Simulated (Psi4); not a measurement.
P (SMILES [P+]), charge +1, triplet; CISD/cc-pVDZ in Psi4.

Psi4 was given this input:
```
memory 2 GB

molecule {
1 3
  P     0.00000000    0.00000000    0.00000000
}

set basis cc-pvdz
set reference uhf

energy('cisd')
print_variables()
```

Write the output that Psi4 gives for this input, abridged.


```
Traceback (most recent call last):
  File "psi4", line 375, in <module>
  File "<string>", line 22, in <module>
  File "site-packages/psi4/driver/driver.py", line 461, in energy
  File "site-packages/psi4/driver/task_planner.py", line 255, in task_planner
  File "site-packages/psi4/driver/driver_util.py", line 222, in negotiate_derivative_type
  File "site-packages/psi4/driver/driver_util.py", line 355, in highest_analytic_derivative_available

psi4.driver.p4util.exceptions.MissingMethodError: Method=cisd is not available for any derivative level under conditions CI_TYPE=CONV, REFERENCE=UHF, FREEZE_CORE=FALSE, QC_MODULE=(auto). See https://psicode.org/psi4manual/master/introduction.html#ss-cisd. Or did you mean? ccd ccsd cisdt cisdtq qcisd lccsd ci2 ci3 ci4 ci5 ci6 ci7 ci8 ci9 ci10 ci11 ci12 ci13 ci14 ci15 ci16 ci17 ci18 ci19 ci20 ci21 ci22 ci23 ci24 ci25 ci26 ci27 ci28 ci29 ci30 ci31 ci32 ci33 ci34 ci35 ci36 ci37 ci38 ci39 ci40 ci41 ci42 ci43 ci44 ci45 ci46 ci47 ci48 ci49 ci50 ci51 ci52 ci53 ci54 ci55 ci56 ci57 ci58 ci59 ci60 ci61 ci62 ci63 ci64 ci65 ci66 ci67 ci68 ci69 ci70 ci71 ci72 ci73 ci74 ci75 ci76 ci77 ci78 ci79 ci80 ci81 ci82 ci83 ci84 ci85 ci86 ci87 ci88 ci89 ci90 ci91 ci92 ci93 ci94 ci95 ci96 ci97 ci98

Printing out the relevant lines from the Psithon --> Python processed input file:
      P     0.00000000    0.00000000    0.00000000
    """)
    core.IO.set_default_namespace("")
    core.set_global_option("BASIS", "cc-pvdz")
    core.set_global_option("REFERENCE", "uhf")
--> energy('cisd')
    print_variables()

!----------------------------------------------------------------------------------!
!                                                                                  !
!  Method=cisd is not available for any derivative level under conditions          !
!     CI_TYPE=CONV, REFERENCE=UHF, FREEZE_CORE=FALSE, QC_MODULE=(auto). See        !
!     https://psicode.org/psi4manual/master/introduction.html#ss-cisd. Or did you  !
!     mean? ccd ccsd cisdt cisdtq qcisd lccsd ci2 ci3 ci4 ci5 ci6 ci7 ci8 ci9 ci10 !
!     ci11 ci12 ci13 ci14 ci15 ci16 ci17 ci18 ci19 ci20 ci21 ci22 ci23 ci24 ci25   !
!     ci26 ci27 ci28 ci29 ci30 ci31 ci32 ci33 ci34 ci35 ci36 ci37 ci38 ci39 ci40   !
!     ci41 ci42 ci43 ci44 ci45 ci46 ci47 ci48 ci49 ci50 ci51 ci52 ci53 ci54 ci55   !
!     ci56 ci57 ci58 ci59 ci60 ci61 ci62 ci63 ci64 ci65 ci66 ci67 ci68 ci69 ci70   !
!     ci71 ci72 ci73 ci74 ci75 ci76 ci77 ci78 ci79 ci80 ci81 ci82 ci83 ci84 ci85   !
!     ci86 ci87 ci88 ci89 ci90 ci91 ci92 ci93 ci94 ci95 ci96 ci97 ci98             !
!                                                                                  !
!----------------------------------------------------------------------------------!
```

The input was rejected before any calculation.
